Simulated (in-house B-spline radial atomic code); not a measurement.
A fraction x of an electron is moved 3p → 3d in the zinc ion Zn³⁺, starting from [Ar] 3d9 and keeping the highest spin. Method: scalar-relativistic (X2C) wB97X, spin-polarised, spherical fractional occupations, Fermi nucleus of rms radius 3.9283 fm. Calculated with a B-spline radial code for spherical atoms.

Caution: exact exchange at fractional occupations of open shells leaves self-interaction of up to several eV.

```json
{"x": "0", "E(x) - E(0) (eV)": "0.0000", "3p down level (eV)": "-131.542", "3d down level (eV)": "-53.213"}
{"x": "0.125", "E(x) - E(0) (eV)": "9.7439", "3p down level (eV)": "-131.153", "3d down level (eV)": "-53.579"}
{"x": "0.25", "E(x) - E(0) (eV)": "19.3934", "3p down level (eV)": "-130.763", "3d down level (eV)": "-53.945"}
{"x": "0.375", "E(x) - E(0) (eV)": "28.9485", "3p down level (eV)": "-130.371", "3d down level (eV)": "-54.308"}
{"x": "0.5", "E(x) - E(0) (eV)": "38.4092", "3p down level (eV)": "-129.978", "3d down level (eV)": "-54.671"}
{"x": "0.625", "E(x) - E(0) (eV)": "?", "3p down level (eV)": "?", "3d down level (eV)": "?"}
{"x": "0.75", "E(x) - E(0) (eV)": "?", "3p down level (eV)": "?", "3d down level (eV)": "?"}
{"x": "0.875", "E(x) - E(0) (eV)": "66.2238", "3p down level (eV)": "-128.787", "3d down level (eV)": "-55.750"}
{"x": "1", "E(x) - E(0) (eV)": "75.3062", "3p down level (eV)": "-128.388", "3d down level (eV)": "-56.107"}
```

**Question.** What belongs in the row x = 0.625?

**Answer.** An energy change of 47.7753 eV; 3p down at -129.583 eV, 3d down at -55.032 eV.

**Question.** What belongs in the row x = 0.75?

**Answer.** An energy change of 57.0469 eV; 3p down at -129.186 eV, 3d down at -55.392 eV.

**Question.** Check Janak's theorem between x = 0.125 and 0.25.

**Answer.** The slope of the energy is 77.20 eV; the orbital levels give 77.20 eV (ε of the receiving orbital less ε of the emptying one, averaged over the two points).
